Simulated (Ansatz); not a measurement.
Relaxation of Cl₂FH₆NSi (11 atoms, charge 0, multiplicity 1), to a largest force component of 0.03 eV/Å in at most 50 steps.

Level of theory: Ansatz, RKS PBE-D4/6-31G.

```xyz
11
Properties=species:S:1:pos:R:3:forces:R:3
Si -0.589 1.682 -1.304 -0.12 0.58 -0.38
Cl -0.042 -1.696 -1.651 0.01 -0.25 -0.34
H -0.587 0.835 -2.534 0.01 -0.02 0.01
H -1.690 2.712 -1.231 0.03 -0.01 0.00
Cl 1.296 2.779 -1.251 0.03 -0.02 0.01
H 0.175 -0.452 1.701 0.02 -0.03 -0.02
F -0.690 0.797 0.138 0.00 -0.25 0.42
H 0.261 -1.825 -0.352 0.13 0.08 0.95
N 0.513 -1.394 1.892 -0.16 -0.05 -0.71
H 1.484 -1.459 2.179 0.05 0.00 0.03
H -0.131 -1.979 2.414 0.01 -0.03 0.03
```

**Question.** Where does it end, and by what steps?

**Answer.** The run converged. Limits of this set-up: no polarisation functions. After 11 steps the energy has fallen by 0.973 eV; H3 moved furthest, 0.65 Å. Parted: Cl2–H8. Joined: H8–N9.

| step | energy less start (eV) | largest force component (eV/Å) | accepted |
| --- | --- | --- | --- |
| 0 | 0.0000 | 0.951 | yes |
| 1 | -0.2410 | 0.861 | yes |
| 2 | -0.5028 | 0.875 | yes |
| 3 | -0.7623 | 0.807 | yes |
| 4 | -0.8490 | 1.526 | yes |
| 5 | -0.9028 | 0.930 | yes |
| 6 | -0.8941 | 0.982 | no |
| 7 | -0.9506 | 0.129 | yes |
| 8 | -0.9637 | 0.104 | yes |
| 9 | -0.9692 | 0.082 | yes |
| 10 | -0.9719 | 0.054 | yes |
| 11 | -0.9728 | 0.024 | yes |

```xyz
11
Properties=species:S:1:pos:R:3
Si -0.580 1.613 -1.120
Cl 0.188 -1.922 -1.478
H -0.568 0.421 -2.035
H -1.614 2.707 -1.238
Cl 1.371 2.590 -1.148
H -0.023 -0.338 1.291
F -0.749 1.040 0.518
H 0.364 -1.656 0.242
N 0.399 -1.289 1.350
H 1.371 -1.252 1.675
H -0.159 -1.914 1.943
```

Whether the end is a true minimum wasn't checked by a vibrational analysis.

Run time: 58 s on 1 thread of Arm Neoverse V1, on a shared host, peak memory 0.17 GiB.
